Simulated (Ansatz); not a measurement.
C2H5NOSi (`O[SiH2]C1=NC1`). Charge 0, multiplicity 1. The structure was optimised at the PBE0-D4/def2-TZVP level. It is one conformer, not always the lowest.

```xyz
10

O     0.096    1.813    1.626
Si    0.853    0.898    0.501
C    -0.287   -0.410   -0.168
N    -1.493   -0.764   -0.112
C    -0.598   -1.561   -1.014
H    -0.803    2.097    1.454
H     2.004    0.245    1.161
H     1.306    1.677   -0.680
H    -0.339   -2.563   -0.685
H    -0.741   -1.432   -2.083
```

(1) What is the dipole moment at r2SCAN/def2-TZVPP? (Estimate.)

(2) And with PBE, B3LYP, ωB97M-V? (Best estimate.)

(3) Give the Mulliken charges with r2SCAN, ωB97M-V, PBE in def2-TZVPP. (An estimate is asked.)

Answers

(1) Ansatz gave: 1.33 D, with components (0.87, 0.55, -0.85) D in this frame, pointing from negative to positive charge.

(2) The calculation gave: PBE 1.28 D, B3LYP 1.40 D, ωB97M-V 1.39 D.

(3) The calculation gave: 
```json
{"atom": "O1", "r2SCAN": "-0.41", "ωB97M-V": "-0.38", "PBE": "-0.35"}
{"atom": "Si2", "r2SCAN": "0.57", "ωB97M-V": "0.47", "PBE": "0.46"}
{"atom": "C3", "r2SCAN": "-0.04", "ωB97M-V": "-0.06", "PBE": "-0.04"}
{"atom": "N4", "r2SCAN": "-0.22", "ωB97M-V": "-0.19", "PBE": "-0.14"}
{"atom": "C5", "r2SCAN": "-0.07", "ωB97M-V": "-0.15", "PBE": "-0.15"}
{"atom": "H6", "r2SCAN": "0.21", "ωB97M-V": "0.19", "PBE": "0.20"}
{"atom": "H7", "r2SCAN": "-0.07", "ωB97M-V": "-0.02", "PBE": "-0.06"}
{"atom": "H8", "r2SCAN": "-0.09", "ωB97M-V": "-0.04", "PBE": "-0.08"}
{"atom": "H9", "r2SCAN": "0.06", "ωB97M-V": "0.10", "PBE": "0.08"}
{"atom": "H10", "r2SCAN": "0.06", "ωB97M-V": "0.10", "PBE": "0.08"}
```

B3LYP here is the variant with VWN-RPA as its local correlation; programs differ in this.
